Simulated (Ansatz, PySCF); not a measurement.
The molecule BRh, closed-shell singlet (lowest of 2S+1 = 1, 3, 5 at CCSD(T)/def2-TZVPP on PBE0 minima; our sources give no spin for the ground state, which may be another). No spin–orbit coupling.

Seven points along R, fitted to fifth degree in 1/R; most abundant isotopes. Runs in def2 and cc sets follow the lowest solution found near the PBE0 minimum. The singlet is held restricted. HF and MP2 rows in def2 and cc sets belong to the determinant that coupled cluster picked by its CCSD energy.

Correlated levels freeze the inner cores; with def2 sets outer-core shells near the valence are correlated too. CBS(a, b) extrapolates the correlation energy as X⁻³ and adds the Hartree–Fock energy of set b. Rows in 3-21G, LANL2DZ carry no dispersion term and start afresh at each structure; the Pople sets are all-electron and without relativity. LANL2DZ brings its own core potentials from Na on.

Programs: Ansatz (Gaussian orbitals); PySCF for 3-21G rows, LANL2DZ rows. Values without a source in brackets are computed. In def2 rows elements past Kr take small-core potentials, without spin–orbit coupling.

```csv
level,r_e (Å),ω_e (cm⁻¹),ω_e x_e (cm⁻¹),dipole (D)
HF/3-21G,1.662,1053,4.6,3.55
BP86/LANL2DZ,1.757,918,4.8,2.83
wB97M-V/def2-TZVPP,1.664,?,4.4,3.10
MP2/def2-QZVPP,1.714,957,-5.9,-
SCS-MP2/def2-QZVPP,1.707,944,-3.6,-
CCSD/def2-QZVPP,1.661,1004,4.8,-
CCSD(T)/def2-TZVPP,1.693,950,3.5,-
"CCSD(T)/CBS(def2-TZVPP, def2-QZVPP)",?,?,3.7,-
```

Task: Fill in the missing entries.

Result: 
- CCSD(T)/CBS(def2-TZVPP, def2-QZVPP), r_e (Å): 1.687
- CCSD(T)/CBS(def2-TZVPP, def2-QZVPP), ω_e (cm⁻¹): 943
- wB97M-V/def2-TZVPP, ω_e (cm⁻¹): 1005

Doubts at one or more of the structures used: a restricted determinant that unrestricted orbitals would lower (MP2/def2-QZVPP, SCS-MP2/def2-QZVPP, CCSD/def2-QZVPP, CCSD(T)/def2-TZVPP, CCSD(T)/CBS(def2-TZVPP, def2-QZVPP)).

Ansatz is an electronic-structure program.
